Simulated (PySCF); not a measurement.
## Diatomics of P with the fifth-period p block

CCSD(T) with double-zeta basis sets in PySCF, for the lowest determinant that a PBE0 search found; no spin–orbit coupling. De refers to high-spin ground-configuration atoms.

```
 M       basis  reference, frozen orbitals  state (unpaired electrons)  Re (Å)  ωe (cm⁻¹)  De (eV)
In  x2c-SVPall                     UHF, 23              triplet (π ↑↑)   2.665        250     1.37
Te    def2-SVP                      UHF, 9               doublet (π ↑)   2.292        443     2.32
 I  x2c-SVPall                     UHF, 23              triplet (π ↑↑)   2.441        342     1.79
```

The shortest bond is that of TeP (2.292 Å), the longest that of InP (2.665 Å). TeP is bound most strongly (2.32 eV) and InP least (1.37 eV).

The rows differ in basis set, which adds steps of its own.

The state changes along the series, so neighbouring rows are not always alike in their bonding.

Correlated steps freeze the inner cores (9 to 23 orbitals); shallow outer-core shells are correlated. Correlated levels converge slowly with the basis: in double zeta they bind strong bonds too weakly, by up to about 1 eV, and carry superposition errors of some tenths. Spin–orbit coupling is left out, which matters for elements this heavy, above all for dissociation energies. States were picked by a PBE0 search and need not be the measured ground states.
